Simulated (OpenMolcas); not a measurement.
Cr4+ with 6 ligands (fluoride) in octahedral coordination (Oh) at 1.86 Å. A charge of +0.333 e stands 2.4 Å behind each ligand. Ligand basis ANO-RCC-VDZP.

* Program: OpenMolcas 26.06
* Method: CASSCF
* Basis: ANO-RCC-VDZP [5s4p2d1f]
* Scalar Hamiltonian: DKH2, point nucleus
* Active space: 2 electrons in 5 orbitals (3d)
* State averaging: 2S+1 = 3 even, 10 roots; 2S+1 = 1 even, 15 roots
* Spin-orbit coupling: state interaction with AMFI integrals over the reference wave functions

(1) What is the spin-free ground state (labels of O, the rotations of Oh)?

(2) Where is the first state of the same spin?

(3) What are the lowest two levels with spin-orbit coupling?

(4) What is χT at 300 K, and how does it compare with the textbook value?

(5) Which ligand-field parameters describe the states?

Answers

(1) 3T1, 3-fold in its orbital part; it has the highest spin that d2 allows.

(2) 3T2 at 17300 cm-1 above the ground state.

(3) A 2-fold level E, then a 3-fold level T2 8.0 cm-1 above it. Their leading multiplicities are 3 (100 %) and 3 (100 %).

(4) The lowest level has 2S+1 = 3, for which the spin-only value is χT = S(S+1) / 2 = 1.000 cm3 K/mol (g = 2). The computed 0.713 at 300 K differs by -0.287, through orbital momentum, spin-orbit coupling and any other state in reach. With a threefold ground state the orbital momentum is unquenched, so the spin-only value is not expected to hold.

(5) A least-squares ligand-field fit to the states below 45000 cm-1, each weighted by its degeneracy and with a free common offset, gives 10Dq = 18628 cm-1, B = 1035 cm-1 and C = 3891 cm-1 (C/B = 3.76), with an rms deviation of 390 cm-1. 

An orbital triplet at a regular site is open to Jahn-Teller coupling, which can distort the site and quench the lowest spin-orbit gaps and is left out. Without dynamic correlation the repulsion within the d shell is too large (B by tens of per cent), so at a given field states of lower spin stand too high. The least metal-like active orbital is 81 % on the metal (Löwdin) and no ligand orbital is active, so the numbers are rough. Ligand-to-metal charge-transfer states are missing. With no ligand orbital active B as a rule stays too high, so bands that hang on it stand too high and its fall with covalency is understated. With metal d orbitals alone and no dynamic correlation the field as a rule comes out too small, by tens of per cent, by up to half for chloride and softer ligands. No measured value stands beside these numbers; the geometry was imposed, not optimised, and the real ion may take another.
